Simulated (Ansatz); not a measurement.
CH$_{7}$BSSi, SMILES `CB([SiH3])S`. Total charge 0; spin multiplicity 1.

Z-matrix (Å, degrees):
```
C
B 1 1.563
H 1 1.096 2 110.0
H 1 1.096 2 109.9 3 -115.4
H 1 1.093 2 114.8 3 122.4
Si 2 2.023 1 121.4 3 57.2
S 2 1.775 1 123.6 3 -122.8
H 6 1.492 2 109.9 1 -59.0
H 6 1.488 2 113.3 1 179.9
H 6 1.492 2 109.9 1 58.7
H 7 1.349 2 99.9 1 0.1
```

(1) List the harmonic frequencies (cm⁻¹, unscaled) at PBE0-D4/def2-TZVP in Ansatz. (Best estimate.)

(2) Is this a minimum?

(3) Give the ideal-gas thermochemistry at 298.15 K and 1 bar (rigid rotor, harmonic oscillator; point group Cs, symmetry number 1).

(4) And at 400, 500, 600, 800 and 1000 K?

Results:

(1) Computed: 56, 86, 154, 249, 277, 464, 470, 558, 582, 750, 834, 840, 889, 934, 942, 1035, 1113, 1323, 1446, 1450, 2201, 2202, 2219, 2656, 3029, 3091, 3117.

(2) Yes, all 27 modes are real.

(3) Zero-point energy 197.2 kJ/mol; H(298) − E = 218.9 kJ/mol; entropy 352.5 J/(mol·K), of which translation 165.0, rotation 112.4, vibration 75.1; G(298) − E = 113.8 kJ/mol. Modes under 100 cm⁻¹ are hindered rotations or soft bends, so the harmonic entropy is rough.

(4) 
```json
{"T (K)": "400", "H − E (kJ/mol)": "231.2", "S (J/mol/K)": "388.1", "G − E (kJ/mol)": "76.0"}
{"T (K)": "500", "H − E (kJ/mol)": "245.4", "S (J/mol/K)": "419.5", "G − E (kJ/mol)": "35.6"}
{"T (K)": "600", "H − E (kJ/mol)": "261.1", "S (J/mol/K)": "448.1", "G − E (kJ/mol)": "-7.8"}
{"T (K)": "800", "H − E (kJ/mol)": "296.2", "S (J/mol/K)": "498.5", "G − E (kJ/mol)": "-102.6"}
{"T (K)": "1000", "H − E (kJ/mol)": "335.1", "S (J/mol/K)": "541.8", "G − E (kJ/mol)": "-206.7"}
```
